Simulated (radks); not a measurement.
Results of a calculation; reference values are marked as such.
Fe2+, 24 electrons, occupied as [Ar] 3d6. Level of theory: non-relativistic Kohn-Sham, Slater X-alpha with alpha = 0.944, spin-polarised, spherical densities, point nucleus; open shells are filled with parallel spins first (a radial shooting solver on a logarithmic mesh with Libxc functionals).

Normalised radial functions P(r) = r R(r), r in bohr:

| r | 3p down |
|---|---|
| 0.002461 | 0.0012 |
| 0.003556 | 0.0024 |
| 0.005097 | 0.0048 |
| 0.007306 | 0.0096 |
| 0.01056 | 0.0192 |
| 0.01513 | 0.0373 |
| 0.02186 | 0.0713 |
| 0.03133 | 0.1296 |
| 0.04491 | 0.2234 |
| 0.06489 | 0.3599 |
| 0.093 | 0.5114 |
| 0.1333 | 0.6071 |
| 0.1926 | 0.5111 |
| 0.2761 | 0.1100 |
| 0.3989 | -0.5414 |
| 0.5717 | -1.0681 |
| 0.8195 | -1.1248 |
| 1.184 | -0.7375 |
| 1.697 | -0.3026 |
| 2.432 | -0.0694 |
| 3.514 | -0.0068 |

3p down: eigenvalue -79.528 eV, 1 radial node at r = 0.296 bohr, <r> = 0.852 bohr, 90 % of the charge inside 1.31 bohr.
